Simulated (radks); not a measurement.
Species: Ta XIX. Configuration: [Kr] 4d10 4f9.

Calculated with a radial shooting solver on a logarithmic mesh with Libxc functionals: scalar-relativistic Kohn-Sham, PBEsol, spin-polarised, spherical densities, finite nucleus; open shells are filled with parallel spins first (spin-orbit coupling, left out, can overturn this in heavy ions); Fermi nuclear charge, rms radius 5.3507 fm.

Energy parts (eV):
part                       energy
total                  -421150.42
kinetic                 462823.51
electron-nucleus      -1015317.40
Hartree                 139348.32
exchange-correlation     -8004.85

Orbitals (lengths in bohr, moments of r in powers of bohr; <r^-3> diverges for s and p1/2):
[
 {"orbital": "1s up", "occ.": "1", "eigenvalue (eV)": "-67770.09", "<r>": "0.01867", "<1/r>": "85.37", "<r^-3>": "-", "<r^2>": "0.0004790"},
 {"orbital": "1s down", "occ.": "1", "eigenvalue (eV)": "-67770.10", "<r>": "0.01867", "<1/r>": "85.37", "<r^-3>": "-", "<r^2>": "0.0004790"},
 {"orbital": "2s up", "occ.": "1", "eigenvalue (eV)": "-12013.62", "<r>": "0.07898", "<1/r>": "19.95", "<r^-3>": "-", "<r^2>": "0.007380"},
 {"orbital": "2s down", "occ.": "1", "eigenvalue (eV)": "-12013.48", "<r>": "0.07898", "<1/r>": "19.95", "<r^-3>": "-", "<r^2>": "0.007379"},
 {"orbital": "2p up", "occ.": "3", "eigenvalue (eV)": "-10587.06", "<r>": "0.07057", "<1/r>": "18.15", "<r^-3>": "18740", "<r^2>": "0.006085"},
 {"orbital": "2p down", "occ.": "3", "eigenvalue (eV)": "-10586.96", "<r>": "0.07057", "<1/r>": "18.15", "<r^-3>": "18740", "<r^2>": "0.006085"},
 {"orbital": "3s up", "occ.": "1", "eigenvalue (eV)": "-3096.362", "<r>": "0.2048", "<1/r>": "7.386", "<r^-3>": "-", "<r^2>": "0.04796"},
 {"orbital": "3s down", "occ.": "1", "eigenvalue (eV)": "-3092.543", "<r>": "0.2047", "<1/r>": "7.393", "<r^-3>": "-", "<r^2>": "0.04789"},
 {"orbital": "3p up", "occ.": "3", "eigenvalue (eV)": "-2671.766", "<r>": "0.2048", "<1/r>": "6.836", "<r^-3>": "4157", "<r^2>": "0.04863"},
 {"orbital": "3p down", "occ.": "3", "eigenvalue (eV)": "-2667.936", "<r>": "0.2046", "<1/r>": "6.843", "<r^-3>": "4166", "<r^2>": "0.04854"},
 {"orbital": "3d up", "occ.": "5", "eigenvalue (eV)": "-2175.222", "<r>": "0.1856", "<1/r>": "6.464", "<r^-3>": "537.4", "<r^2>": "0.04035"},
 {"orbital": "3d down", "occ.": "5", "eigenvalue (eV)": "-2172.284", "<r>": "0.1854", "<1/r>": "6.470", "<r^-3>": "538.7", "<r^2>": "0.04025"},
 {"orbital": "4s up", "occ.": "1", "eigenvalue (eV)": "-971.4733", "<r>": "0.4516", "<1/r>": "3.192", "<r^-3>": "-", "<r^2>": "0.2297"},
 {"orbital": "4s down", "occ.": "1", "eigenvalue (eV)": "-964.8361", "<r>": "0.4519", "<1/r>": "3.188", "<r^-3>": "-", "<r^2>": "0.2301"},
 {"orbital": "4p up", "occ.": "3", "eigenvalue (eV)": "-829.1255", "<r>": "0.4760", "<1/r>": "2.926", "<r^-3>": "1014", "<r^2>": "0.2569"},
 {"orbital": "4p down", "occ.": "3", "eigenvalue (eV)": "-822.6958", "<r>": "0.4765", "<1/r>": "2.921", "<r^-3>": "1010", "<r^2>": "0.2574"},
 {"orbital": "4d up", "occ.": "5", "eigenvalue (eV)": "-646.8833", "<r>": "0.4987", "<1/r>": "2.647", "<r^-3>": "116.2", "<r^2>": "0.2859"},
 {"orbital": "4d down", "occ.": "5", "eigenvalue (eV)": "-640.5625", "<r>": "0.4996", "<1/r>": "2.641", "<r^-3>": "115.6", "<r^2>": "0.2869"},
 {"orbital": "4f up", "occ.": "7", "eigenvalue (eV)": "-442.8245", "<r>": "0.5179", "<1/r>": "2.310", "<r^-3>": "23.09", "<r^2>": "0.3147"},
 {"orbital": "4f down", "occ.": "2", "eigenvalue (eV)": "-436.2462", "<r>": "0.5204", "<1/r>": "2.302", "<r^-3>": "22.94", "<r^2>": "0.3182"}
]

The highest occupied level is 4f down at -436.25 eV. Spin moment in Bohr magnetons: 5. For comparison, the ionisation energy in NIST's Atomic Spectra Database is 482 eV (theoretical). In exact Kohn-Sham theory the highest level is minus the ionisation energy, but local and semilocal functionals leave it too shallow, through self-interaction and a potential that decays too fast; potentials with the right tail come closer. The spin density at the nucleus is -22.78 e/bohr^3 (1s 0.09, 2s -3.36, 3s -34.29, 4s 14.79).
